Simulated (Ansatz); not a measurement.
`[CH3][Al]([NH2])[Br]` + H₂O → `[CH3][Al]([OH])[Br]` + NH₃ at 298.15 K and 1 bar (formal hydrolysis of the Al–N bond).

Isolated molecules relaxed with PBE0-D4/def2-TZVP in Ansatz; ΔE leaves out vibrations. CCSD(T)/CBS adds triple-zeta CCSD(T) − MP2 to the extrapolated MP2 energy (def2 sets, frozen cores). This one scheme is used for every species. For Br outer-core shells are correlated without core-valence functions, which leaves a few kJ/mol of doubt a bond. Scalar relativity is left out up to krypton. Each species was taken in one conformer, which may not be the lowest.

```csv
species,CCSD(T)/CBS energy (Eh),H − E (kJ/mol),S (J/(mol·K))
`[CH3][Al]([NH2])[Br]`,-2911.22635,185.7,355.7
H₂O,-76.37941,66.4,188.7
`[CH3][Al]([OH])[Br]`,-2931.11374,153.4,351.4
NH₃,-56.50880,100.5,192.4
```

H − E and S are ideal-gas, rigid-rotor, harmonic terms from PBE0-D4/def2-TZVP, for one conformer and one mirror image of each species. 1 Eh = 2625.50 kJ/mol, R = 8.31446 J/(mol·K).

Question: By hand: ΔE, ΔH, ΔS and ΔG.

Answer: ΔE = (-2931.11374) + (-56.50880) − (-2911.22635) − (-76.37941) = -0.01678 Eh = -44.1 kJ/mol. Δ(H − E) = 153.4 + 100.5 − 185.7 − 66.4 = 1.8, so ΔH = -42.3 kJ/mol. ΔS = 351.4 + 192.4 − 355.7 − 188.7 = -0.6 J/(mol·K). ΔG = -42.3 − 298.15 × (-0.6)/1000 = -42.1 kJ/mol.

Question: By hand: the equilibrium constant, and the temperature at which ΔG would vanish if ΔH and ΔS stayed fixed.

Answer: log₁₀ K = −ΔG/(RT ln 10) = 7.4. ΔG = 0 at ΔH/ΔS = 70500 K, far beyond where these terms or the molecules hold.

The number of gas molecules stays the same, so ΔS is small and ΔH decides. A doubt of 5 kJ/mol in ΔE shifts log₁₀ K by 0.9 here. Other conformers and mirror images would add mixing entropy, several J/(mol·K) or more a flexible species. Modes under 60 cm⁻¹, often nearly free rotors, make the harmonic entropy too high. These are equilibria of isolated gas molecules and say nothing of rates. Largest T1 diagnostic: 0.009 (customary marks: 0.02 for closed shells, 0.045 for open ones).
